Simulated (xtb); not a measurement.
C3H4BCl, SMILES C#CB(C)Cl. All values are semi-empirical tight-binding results from xtb (GFN2-xTB unless named), good for trends rather than for accurate numbers. The structure is a stationary point at GFN2-xTB. The structure was generated by enumeration, and PubChem lists no compound with its InChIKey, so it may never have been made.

```json
{
  "orbital_gap": "3.68 eV",
  "dipole_moment": "1.65 D",
  "zero_point_energy": "37.4 kcal/mol",
  "G − E(el) at 298.15 K (modified RRHO)": "18.1 kcal/mol",
  "static polarisability (D4 model)": "57.7 bohr³",
  "solvation energy, GFN2-xTB/ALPB(water)": "-2.1 kcal/mol",
  "solvation energy, GFN2-xTB/ALPB(methanol)": "-5.5 kcal/mol"
}
```
